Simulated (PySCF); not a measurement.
C5H7FSi.
SMILES: `FCC1=CC=C[SiH2]1`

The calculation used TDDFT wB97X-D/def2-SVPD, vertical, gas phase, core orbitals frozen in the response in PySCF. One conformer (not necessarily the lowest) at the GFN2-xTB geometry, without solvent, vibrations or thermal averaging. Torsions of this conformer, `[F:1][CH2:2][C:3]1=[CH:4][CH:5]=[CH:6][SiH2:7]1`: F1–C2–C3–C4 -169°.

```tsv
state	E (eV)	ν̃ (cm⁻¹)	f	main configurations (H = HOMO, L = LUMO)
S1	4.28	34510	0.082	H→L (98%)
S2	5.70	45960	0.0002	H-1→L (96%)
S3	6.25	50450	0.0031	H-3→L (91%)
S4	6.49	52350	0.0032	H→L+1 (82%), H→L+3 (11%)
S5	6.58	53070	0.0031	H→L+2 (87%)
S6	6.74	54360	0.030	H-2→L (62%), H→L+5 (32%)
S7	7.35	59310	0.0033	H→L+3 (56%), H→L+4 (23%)
S8	7.40	59710	0.0031	H→L+4 (45%), H→L+6 (29%), H→L+3 (19%)
```

Triplets, Tamm–Dancoff:

```tsv
state	E (eV)	λ (nm)	main configurations (H = HOMO, L = LUMO)
T1	2.62	473.3	H→L (95%)
T2	4.85	255.4	H-2→L (49%), H→L+5 (34%), H-6→L (9%)
T3	5.29	234.4	H-1→L (94%)
```

The lowest singlet comes at 290 nm (413 kJ/mol) in the ultraviolet; it is of moderate strength; its leading configuration is HOMO→LUMO (98%). The lowest level is also the most intense of those listed (f = 0.082). Löwdin shares by element: HOMO carbon 82% or more (atoms not listed hold the other 18%); LUMO carbon 72% or more (atoms not listed hold the other 28%). Weighted by f, the mean energy of these states is 5.17 eV. The oscillator strengths of these states sum to 0.128; summed over the whole spectrum of an exact calculation they would give the number of electrons, 60 (Thomas–Reiche–Kuhn). The listed states span 3.12 eV, and the widest gap between neighbours is 1.42 eV (S1 to S2). Singlets were solved by full linear response, triplets in the Tamm–Dancoff approximation.

On an Arm Neoverse N1 with one thread, shared host with 64 logical CPUs at a one-minute load of 58, this took 75 s (with the writing of density and orbital grids) and 0.86 GiB of memory at its peak.
